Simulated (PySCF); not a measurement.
A structure optimised at B3LYP-D3(BJ)/def2-TZVP, used in a PySCF frequency run:

```
B
F 1 1.3245
H 1 1.1884 2 119.79
Se 1 1.9436 3 122.34 2 180.00
H 4 1.4700 1 93.67 3 0.00
```
Charge 0, spin multiplicity 1.

**Question.** Write its SMILES, formula and point group.

**Answer.** FB[SeH], BFH2Se, Cs

**Question.** What are its rotational constants (standard atomic weights)?

**Answer.** 47.783, 3.5995, 3.3473 GHz
